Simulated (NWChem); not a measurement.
System: CrN2H3SCl; SMILES [NH]=[Cr]([NH2])(=[S])[Cl]

Excerpt of the output:

```
             Northwest Computational Chemistry Package (NWChem) 7.3.0
             --------------------------------------------------------

 C1  symmetry detected

                             Geometry "geometry" -> ""
                             -------------------------

 Output coordinates in angstroms (scale by  1.889725989 to convert to a.u.)

  No.       Tag          Charge          X              Y              Z
 ---- ---------------- ---------- -------------- -------------- --------------
    1 Cr                  24.0000     0.29604936    -0.03332049    -0.08382464
    2 N                    7.0000     1.14372213    -0.12043406    -1.47784016
    3 H                    1.0000     1.58355733    -0.23653234    -2.38215546
    4 S                   16.0000    -1.10197126    -1.54802062     0.02659092
    5 Cl                  17.0000    -0.73609291     1.73998758     0.08813652
    6 N                    7.0000     1.41465564    -0.29624274     1.32198325
    7 H                    1.0000     2.41817350    -0.13118559     1.36010668
    8 H                    1.0000     1.12956001    -0.72731167     2.20106313

 Effective nuclear repulsion energy (a.u.)     481.4402466057

                                Z-matrix (autoz)
                                --------

 Units are Angstrom for bonds and degrees for angles

      Type          Name      I     J     K     L     M      Value
      ----------- --------  ----- ----- ----- ----- ----- ----------
    1 Stretch                  1     2                       1.63384
    2 Stretch                  1     4                       2.06421
    3 Stretch                  1     5                       2.05901
    4 Stretch                  1     6                       1.81568
    5 Stretch                  2     3                       1.01228
    6 Stretch                  6     7                       1.01772
    7 Stretch                  6     8                       1.01975
    8 Bend                     1     2     3               173.59406
    9 Bend                     1     6     7               127.80701
   10 Bend                     1     6     8               123.80911
   11 Bend                     2     1     4               110.97105
   12 Bend                     2     1     5               112.16374
   13 Bend                     2     1     6               109.46630
   14 Bend                     4     1     5               106.73856
   15 Bend                     4     1     6               105.63912
   16 Bend                     5     1     6               111.64655
   17 Bend                     7     6     8               108.17625
   18 Torsion                  2     1     6     7          24.97488
   19 Torsion                  2     1     6     8        -149.15627
   20 Torsion                  3     2     1     4          20.21543
   21 Torsion                  3     2     1     5         -99.07106
   22 Torsion                  3     2     1     6         136.42644
   23 Torsion                  4     1     6     7         144.52173
   24 Torsion                  4     1     6     8         -29.60941
   25 Torsion                  5     1     6     7         -99.82849
   26 Torsion                  5     1     6     8          86.04036

                           NWChem Geometry Optimization
                           ----------------------------

 maximum gradient threshold         (gmax) =   0.000450
 rms gradient threshold             (grms) =   0.000300
 maximum cartesian step threshold   (xmax) =   0.001800
 rms cartesian step threshold       (xrms) =   0.001200
 fixed trust radius                (trust) =   0.300000
 source of zmatrix                         =   autoz

          -------------------
          Energy Minimization
          -------------------

 Using diagonal initial Hessian
 Scaling for Hessian diagonals: bonds = 1.00  angles = 0.25  torsions = 0.10

          --------
          Step   0

                                 NWChem DFT Module
                                 -----------------

 Summary of "ao basis" -> "ao basis" (spherical)
 ------------------------------------------------------------------------------
       Tag                 Description            Shells   Functions and Types
 ---------------- ------------------------------  ------  ---------------------
 Cr                         def2-svp                11       31   5s3p2d1f
 N                          def2-svp                 6       14   3s2p1d
 H                          def2-svp                 3        5   2s1p
 S                          def2-svp                 8       18   4s3p1d
 Cl                         def2-svp                 8       18   4s3p1d

            General Information
            -------------------
          SCF calculation type: DFT
          Wavefunction type:  closed shell.
          No. of atoms     :     8
          No. of electrons :    74
           Alpha electrons :    37
            Beta electrons :    37
          Charge           :     0
          Spin multiplicity:     1
          Use of symmetry is: off; symmetry adaption is: off
          Maximum number of iterations: 150
          AO basis - number of functions:   110
                     number of shells:    48
          Convergence on energy requested:  1.00D-06
          Convergence on density requested:  1.00D-05
          Convergence on gradient requested:  5.00D-04

              XC Information
              --------------
                         PBE0 Method XC Functional
                     Hartree-Fock (Exact) Exchange  0.250
          PerdewBurkeErnzerhof Exchange Functional  0.750
            Perdew 1991 LDA Correlation Functional  1.000 local
           PerdewBurkeErnz. Correlation Functional  1.000 non-local

             Grid Information
             ----------------
          Grid used for XC integration:  medium
          Radial quadrature: Mura-Knowles
          Angular quadrature: Lebedev.
          Tag              B.-S. Rad. Rad. Pts. Rad. Cut. Ang. Pts.
          ---              ---------- --------- --------- ---------
          Cr                  1.40      112           9.0       590
          N                   0.65       49          10.0       434
          H                   0.35       45          12.0       434
          S                   1.00       88          11.0       590
          Cl                  1.00       88          11.0       590
          Grid pruning is: on
          Number of quadrature shells:   521
          Spatial weights used:  Erf1

      Superposition of Atomic Density Guess
      -------------------------------------

 Sum of atomic energies:       -2009.68966863

      Non-variational initial energy
      ------------------------------

 Total energy =   -2010.428396
 1-e energy   =   -3725.971030
 2-e energy   =    1234.102388
 HOMO         =      -0.315805
 LUMO         =      -0.088624

   convergence    iter        energy       DeltaE   RMS-Dens  Diis-err
 ---------------- ----- ----------------- --------- --------- ---------
 d= 0,ls=0.0,diis     1  -2011.9516097502 -2.49D+03  5.44D-02  8.66D+00
 d= 0,ls=0.0,diis     2  -1995.9549185323  1.60D+01  4.99D-02  7.29D+01
 d= 0,ls=0.0,diis     3  -2012.6952647799 -1.67D+01  2.34D-02  2.37D+00
 d= 0,ls=0.0,diis     4  -2012.1371498470  5.58D-01  1.49D-02  7.04D+00
 d= 0,ls=0.0,diis     5  -2012.8521541436 -7.15D-01  7.85D-03  2.12D+00
 d= 0,ls=0.0,diis     6  -2012.7383770740  1.14D-01  1.79D-03  3.54D+00
 d= 0,ls=0.0,diis     7  -2012.5458714963  1.93D-01  6.91D-03  6.03D+00
 d= 0,ls=0.0,diis     8  -2013.0417153151 -4.96D-01  1.85D-03  1.45D-01
  Resetting Diis
 d= 0,ls=0.0,diis     9  -2013.0555763727 -1.39D-02  5.97D-04  4.56D-03
 d= 0,ls=0.0,diis    10  -2013.0562690518 -6.93D-04  4.76D-04  4.37D-04
 d= 0,ls=0.0,diis    11  -2013.0551418286  1.13D-03  4.04D-04  1.33D-02
 d= 0,ls=0.0,diis    12  -2013.0562321673 -1.09D-03  1.58D-04  9.60D-04
 d= 0,ls=0.0,diis    13  -2013.0563240744 -9.19D-05  6.99D-05  5.90D-05
 d= 0,ls=0.0,diis    14  -2013.0563307813 -6.71D-06  2.95D-05  1.64D-05
 d= 0,ls=0.0,diis    15  -2013.0563334189 -2.64D-06  2.98D-05  9.94D-07
 d= 0,ls=0.0,diis    16  -2013.0563340079 -5.89D-07  7.48D-06  3.77D-07

         Total DFT energy =    -2013.056334007881
      One electron energy =    -3730.219667487218
           Coulomb energy =     1352.242655998972
    Exchange-Corr. energy =     -116.519569125350
 Nuclear repulsion energy =      481.440246605716

 Numeric. integr. density =       73.999996446478

[...]

      ----------------------
      Optimization converged
      ----------------------

  Step       Energy      Delta E   Gmax     Grms     Xrms     Xmax
  ---- ---------------- -------- -------- -------- -------- --------
@   16   -2013.07453509 -2.9D-07  0.00006  0.00002  0.00060  0.00160
                                     ok       ok       ok       ok

                                Z-matrix (autoz)
                                --------

 Units are Angstrom for bonds and degrees for angles

      Type          Name      I     J     K     L     M      Value     Gradient
      ----------- --------  ----- ----- ----- ----- ----- ---------- ----------
    1 Stretch                  1     2                       1.57732   -0.00006
    2 Stretch                  1     4                       1.96917    0.00002
    3 Stretch                  1     5                       2.15879    0.00004
    4 Stretch                  1     6                       1.75860   -0.00001
    5 Stretch                  2     3                       1.02472   -0.00003
    6 Stretch                  6     7                       1.01544   -0.00003
    7 Stretch                  6     8                       1.01718   -0.00003
    8 Bend                     1     2     3               144.08286    0.00000
    9 Bend                     1     6     7               123.65712    0.00001
   10 Bend                     1     6     8               122.08049   -0.00002
   11 Bend                     2     1     4               110.46531    0.00002
   12 Bend                     2     1     5               108.68081   -0.00000
   13 Bend                     2     1     6               106.71029   -0.00001
   14 Bend                     4     1     5               109.76665   -0.00003
   15 Bend                     4     1     6               110.30535    0.00001
   16 Bend                     5     1     6               110.86039    0.00000
   17 Bend                     7     6     8               113.41979    0.00001
   18 Torsion                  2     1     6     7          10.82344   -0.00001
   19 Torsion                  2     1     6     8        -157.96849   -0.00001
   20 Torsion                  3     2     1     4           8.72595   -0.00001
   21 Torsion                  3     2     1     5        -111.75341    0.00001
   22 Torsion                  3     2     1     6         128.64459    0.00001
   23 Torsion                  4     1     6     7         130.84516    0.00001
   24 Torsion                  4     1     6     8         -37.94677    0.00002
   25 Torsion                  5     1     6     7        -107.35881   -0.00001
   26 Torsion                  5     1     6     8          83.84926   -0.00000

                         Geometry "geometry" -> "geometry"
                         ---------------------------------

 Output coordinates in angstroms (scale by  1.889725989 to convert to a.u.)

  No.       Tag          Charge          X              Y              Z
 ---- ---------------- ---------- -------------- -------------- --------------
    1 Cr                  24.0000     0.32748900    -0.05860323    -0.05183558
    2 N                    7.0000     1.23522028    -0.00578318    -1.34070627
    3 H                    1.0000     1.36995008    -0.39853902    -2.27753192
    4 S                   16.0000    -0.94479055    -1.55718266    -0.16670609
    5 Cl                  17.0000    -0.75134748     1.80418858     0.11089668
    6 N                    7.0000     1.40743613    -0.27859735     1.31855987
    7 H                    1.0000     2.41753040    -0.19367934     1.25838515
    8 H                    1.0000     1.08616592    -0.66486375     2.20299838

 Effective nuclear repulsion energy (a.u.)     486.7444283446

                Final and change from initial internal coordinates
                --------------------------------------------------

                                Z-matrix (autoz)
                                --------

 Units are Angstrom for bonds and degrees for angles

      Type          Name      I     J     K     L     M      Value       Change
      ----------- --------  ----- ----- ----- ----- ----- ---------- ----------
    1 Stretch                  1     2                       1.57732   -0.05651
    2 Stretch                  1     4                       1.96917   -0.09504
    3 Stretch                  1     5                       2.15879    0.09978
    4 Stretch                  1     6                       1.75860   -0.05708
    5 Stretch                  2     3                       1.02472    0.01244
    6 Stretch                  6     7                       1.01544   -0.00227
    7 Stretch                  6     8                       1.01718   -0.00257
    8 Bend                     1     2     3               144.08286  -29.51121
    9 Bend                     1     6     7               123.65712   -4.14989
   10 Bend                     1     6     8               122.08049   -1.72862
   11 Bend                     2     1     4               110.46531   -0.50574
   12 Bend                     2     1     5               108.68081   -3.48294
   13 Bend                     2     1     6               106.71029   -2.75601
   14 Bend                     4     1     5               109.76665    3.02809
   15 Bend                     4     1     6               110.30535    4.66623
   16 Bend                     5     1     6               110.86039   -0.78616
   17 Bend                     7     6     8               113.41979    5.24354
   18 Torsion                  2     1     6     7          10.82344  -14.15144
   19 Torsion                  2     1     6     8        -157.96849   -8.81223
   20 Torsion                  3     2     1     4           8.72595  -11.48948
   21 Torsion                  3     2     1     5        -111.75341  -12.68235
   22 Torsion                  3     2     1     6         128.64459   -7.78185
   23 Torsion                  4     1     6     7         130.84516  -13.67658
   24 Torsion                  4     1     6     8         -37.94677   -8.33736
   25 Torsion                  5     1     6     7        -107.35881   -7.53032
   26 Torsion                  5     1     6     8          83.84926   -2.19110

 ==============================================================================
                                internuclear distances
 ------------------------------------------------------------------------------
       center one      |      center two      | atomic units |  angstroms
 ------------------------------------------------------------------------------
    2 N                |   1 Cr               |     2.98071  |     1.57732
    3 H                |   2 N                |     1.93644  |     1.02472
    4 S                |   1 Cr               |     3.72119  |     1.96917
    5 Cl               |   1 Cr               |     4.07952  |     2.15879
    6 N                |   1 Cr               |     3.32327  |     1.75860
    7 H                |   6 N                |     1.91891  |     1.01544
    8 H                |   6 N                |     1.92218  |     1.01718
 ------------------------------------------------------------------------------
                         number of included internuclear distances:          7
 ==============================================================================
```

Level: PBE0/def2-SVP. No frequency run checked for a minimum.

Question: Write an input that gives this output.

Answer: One answer among several that fit: the input that was run:
```
start job
memory heap 200 mb stack 900 mb global 1100 mb
geometry units angstroms
  Cr     0.244040     0.070055    -0.229726
  N      1.120997    -0.839545    -1.265579
  H      1.676920    -1.476553    -1.822257
  S      0.657345    -0.434713     1.728681
  Cl    -1.781712    -0.187280    -0.493577
  N      0.725363     1.812666    -0.398068
  H      1.136299     2.270889    -1.208567
  H      0.697619     2.485512     0.367693
end
basis spherical
  * library def2-svp
end
dft
  xc pbe0
  iterations 150
end
driver
  maxiter 120
end
task dft optimize
```
